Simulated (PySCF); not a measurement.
Frontier levels across methods

C3H4AlN.
Atom-mapped SMILES: `[CH:1]#[C:2][AlH2-:3][N+:4]#[CH:5]` (hydrogens: H6 on C1; H7, H8 on Al3; H9 on C5)

Cartesian coordinates in Å at the PBE0-D3(BJ)/def2-SVP level; atoms count from 1:
```xyz
9
C3H4AlN angstrom
C     -2.5733   -0.3240   -0.1562
C     -1.5085    0.2439    0.0368
Al     0.1690    1.1688    0.3442
N      1.4182   -0.4139   -0.0922
C      2.0895   -1.3102   -0.3404
H     -3.5145   -0.8175   -0.3240
H      0.6024    1.4115    1.8598
H      0.6569    2.1830   -0.7857
H      2.7187   -2.1578   -0.5757
```

Basis pcSseg-2 throughout (PySCF), one geometry. Isolated species at its PBE0-D3(BJ)/def2-SVP geometry, gas phase.

Problem. How do the orbital energies, the gap and the dipole change with the method?

Solution. 
```csv
method,kind,HOMO (eV),LUMO (eV),gap (eV),μ (D),SCF cycles
BLYP,GGA,-5.87,-2.65,3.22,6.40,16
B97-D,GGA,-5.97,-2.68,3.29,6.46,16
OPBE,GGA,-5.98,-2.63,3.35,6.35,16
KT2,GGA,-6.02,-2.66,3.36,6.35,17
KT3,GGA,-6.02,-2.69,3.33,6.36,16
PBE,GGA,-6.02,-2.74,3.28,6.35,16
BP86,GGA,-6.11,-2.82,3.30,6.38,16
LDA,LDA,-6.14,-2.95,3.19,6.31,15
B97-2,global hybrid,-6.91,-1.75,5.16,6.67,15
B3LYP,global hybrid,-6.94,-1.96,4.98,6.65,14
PBE0,global hybrid,-7.16,-1.67,5.49,6.67,14
mPW1PW91,global hybrid,-7.18,-1.70,5.48,6.68,14
BHandHLYP,global hybrid,-8.19,-0.56,7.63,6.93,12
CAM-B3LYP,range-separated hybrid,-8.49,-0.54,7.95,6.83,14
wB97X-D,range-separated hybrid,-9.02,0.17,9.19,6.82,14
HF,Hartree–Fock,-9.80,1.76,11.56,7.28,12
LC-wPBE,range-separated hybrid,-9.89,0.71,10.61,6.91,13
```

The HOMO spans 4.02 eV, from BLYP down to LC-wPBE, and the gap runs from 3.19 eV (LDA) to 11.56 eV (HF). Over the methods BLYP (0 %), B97-D (0 %), OPBE (0 %), KT2 (0 %), KT3 (0 %), PBE (0 %), BP86 (0 %), LDA (0 %), B97-2 (21 %), B3LYP (20 %), PBE0 (25 %), mPW1PW91 (25 %), BHandHLYP (50 %), HF (100 %), a straight line through the gap against the share of exact exchange rises by 0.84 eV for each 10 % (correlation coefficient 0.999). The dipole ranges from 6.31 D (LDA) to 7.28 D (HF). This basis has no diffuse functions.
